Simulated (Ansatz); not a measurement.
## BH11Si4: where a starting geometry ends

The starting geometry of this gas-phase singlet was optimised with GFN2-xTB; its bonds are those of `B[SiH2][SiH]([SiH3])[SiH3]`.

```tsv
atom	x (Å)	y (Å)	z (Å)
B	-0.0239	0.6212	-1.4607
Si	0.9790	-0.9467	-0.9550
Si	0.8599	-1.1845	1.3962
Si	1.7058	0.6699	2.5154
Si	1.7182	-3.2106	2.1566
H	-1.1666	0.5685	-1.7113
H	0.4616	1.6883	-1.4323
H	0.5518	-2.2398	-1.5230
H	2.4264	-0.9395	-1.2459
H	-0.5884	-1.2095	1.7287
H	3.1216	0.8788	2.2014
H	1.0179	1.9141	2.1574
H	1.6214	0.5700	3.9745
H	3.1540	-3.3017	1.8815
H	1.0959	-4.3800	1.5329
H	1.5670	-3.3950	3.6035
```

Task: Where would you expect an optimisation with B3LYP-D3(BJ)/def2-SVP to take it?

Result: It keeps its bonds, and is `B[SiH2][SiH]([SiH3])[SiH3]`.

The energy falls by 0.23 eV over 8 steps:

```json
{"step": "1", "E − E(last) (eV)": "0.230"}
{"step": "2", "E − E(last) (eV)": "0.055"}
{"step": "3", "E − E(last) (eV)": "0.015"}
{"step": "4", "E − E(last) (eV)": "0.006"}
{"step": "5", "E − E(last) (eV)": "0.000"}
{"step": "6", "E − E(last) (eV)": "0.000"}
{"step": "7", "E − E(last) (eV)": "0.000"}
{"step": "8", "E − E(last) (eV)": "0.000"}
```

Final geometry (Å):

```xyz
16

B     0.0121    0.6279   -1.3548
Si    1.0374   -1.0300   -0.9454
Si    0.7151   -1.1997    1.4009
Si    1.6965    0.6624    2.4474
Si    1.7299   -3.1800    2.1597
H    -1.1634    0.5819   -1.6199
H     0.5239    1.7111   -1.2179
H     0.5343   -2.2864   -1.5780
H     2.5148   -0.9372   -1.1504
H    -0.7486   -1.2311    1.7101
H     3.1384    0.7291    2.0662
H     1.0274    1.9233    2.0099
H     1.5986    0.5546    3.9334
H     3.1857   -3.1282    1.8341
H     1.1264   -4.3677    1.4870
H     1.5730   -3.3265    3.6377
```

No frequencies were run, so the end isn't proven a minimum. Run with Ansatz 0.2.0, 36 s on 2 threads of Intel(R) Xeon(R) Platinum 8259CL CPU @ 2.50GHz (Skylake/Cascade Lake), with other jobs on the host.
